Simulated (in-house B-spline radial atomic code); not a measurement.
Orbital energies and mean radii along the 14-electron series, configuration [Ne] 3s2 3p2. The effective charge is n√(-2ε), a non-relativistic measure. Computed with an all-electron radial atomic-structure program (B-spline basis): Dirac-Hartree-Fock, average of the configuration, finite nuclei.

```csv
ion,Z,energy of 2p1/2 (Eh),mean radius of 2p1/2 (bohr),energy of 1s1/2 (Eh),mean radius of 1s1/2 (bohr),energy of 3p3/2 (Eh),mean radius of 3p3/2 (bohr),effective charge of 2p1/2
Ga17+,31,-66.616,0.18582,-407.73,0.048565,-23.244,0.54633,23.085
Ge18+,32,-72.658,0.17877,-437.12,0.046966,-25.615,0.52289,24.109
As19+,33,-78.969,0.17221,-467.59,0.045465,-28.098,0.50139,25.135
Se20+,34,-85.552,0.16609,-499.14,0.044051,-30.695,0.48159,26.161
Br21+,35,-92.408,0.16037,-531.79,0.042717,-33.404,0.4633,27.189
Kr22+,36,-99.539,0.155,-565.53,0.041457,-36.227,0.44635,28.219
Rb23+,37,-106.95,0.14996,-600.37,0.040264,-39.163,0.43059,29.25
Sr24+,38,-114.63,0.14521,-636.32,0.039133,-42.212,0.4159,30.283
Zr26+,40,-130.85,0.13649,-711.58,0.037039,-48.651,0.38932,32.354
Nb27+,41,-139.38,0.13249,-750.9,0.036067,-52.041,0.37726,33.392
Mo28+,42,?,?,?,?,?,?,?
Tc29+,43,-157.31,0.12508,-832.96,0.034257,-59.164,0.35522,35.475
Ru30+,44,-166.71,0.12165,-875.71,0.033412,-62.897,0.34513,36.519
Rh31+,45,-176.4,0.11838,-919.63,0.032603,-66.744,0.33559,37.566
Pd32+,46,-186.39,0.11527,-964.72,0.031829,-70.706,0.32655,38.615
Ag33+,47,-196.68,0.11229,-1010.99,0.031087,-74.783,0.31798,39.666
Cd34+,48,?,?,?,?,?,?,?
In35+,49,-218.16,0.10672,-1107.11,0.029691,-83.282,0.30209,41.777
Sn36+,50,-229.36,0.10412,-1156.97,0.029033,-87.705,0.29472,42.836
Sb37+,51,?,?,?,?,?,?,?
Te38+,52,-252.7,0.099214,-1260.38,0.027791,-96.899,0.28097,44.962
I39+,53,-264.84,0.096907,-1313.94,0.027203,-101.67,0.27456,46.03
```

Q: Fill in the row of Mo28+.

A: energy of 2p1/2 (Eh): -148.2; mean radius of 2p1/2 (bohr): 0.12869; energy of 1s1/2 (Eh): -791.35; mean radius of 1s1/2 (bohr): 0.035141; energy of 3p3/2 (Eh): -55.546; mean radius of 3p3/2 (bohr): 0.36591; effective charge of 2p1/2: 34.432.

Q: Fill in the row of Cd34+.

A: energy of 2p1/2 (Eh): -207.27; mean radius of 2p1/2 (bohr): 0.10945; energy of 1s1/2 (Eh): -1058.45; mean radius of 1s1/2 (bohr): 0.030375; energy of 3p3/2 (Eh): -78.975; mean radius of 3p3/2 (bohr): 0.30984; effective charge of 2p1/2: 40.72.

Q: Fill in the row of Sb37+.

A: energy of 2p1/2 (Eh): -240.87; mean radius of 2p1/2 (bohr): 0.10162; energy of 1s1/2 (Eh): -1208.06; mean radius of 1s1/2 (bohr): 0.0284; energy of 3p3/2 (Eh): -92.244; mean radius of 3p3/2 (bohr): 0.28769; effective charge of 2p1/2: 43.898.

Q: How does the screening of 2p1/2 change?

A: Z less the effective charge goes from 7.91 at Z = 31 to 6.97 at Z = 53.
